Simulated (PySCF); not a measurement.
**How methods differ on the ionisation energy of Tl⁵⁷⁺**

Tl⁵⁷⁺ [Ar] 3d6 [3d3/2^4 3d5/2^2, M_J = 4] → Tl⁵⁸⁺ [Ar] 3d5 [3d3/2^4 3d5/2^1, M_J = 5/2], as a difference of total energies. Computed with PySCF 2.14 in an uncontracted even-tempered set (15 s from 17 bohr⁻², ratio 2.8; 13 p from 22 bohr⁻², ratio 2.8; 8 d from 22 bohr⁻², ratio 2.8; 3 f from 75 bohr⁻², ratio 3), with the two-component X2C-1e Hamiltonian. Correlated levels: [Ne] frozen; the 78 highest virtual spinors dropped. "Screened" scales the spin-orbit matrix elements by Boettger's factors to mimic the two-electron term; Breit and QED terms are absent.

| method | ionisation energy (eV) |
| --- | --- |
| GHF (spin-free) | 5848.6 |
| GMP2 (spin-free) | 5849.6 |
| GHF (screened spin-orbit) | 5826.2 |
| GMP2 (screened spin-orbit) | 5826.0 |

Breit and QED terms and the two-electron picture change are absent.

The spin-free rows relax to the high-spin LS determinant and lack the spin-orbit shift.

The labels give the starting determinants; with spin-orbit coupling the two ends relaxed to ⟨J²⟩ = 20.00, ⟨L²⟩ = 13.35, ⟨S²⟩ = 2.80 and ⟨J²⟩ = 8.75, ⟨L²⟩ = 6.79, ⟨S²⟩ = 2.69.

For comparison: 5824 ± 6 eV (theoretical estimate listed by NIST; NIST Atomic Spectra Database, ionization energies).
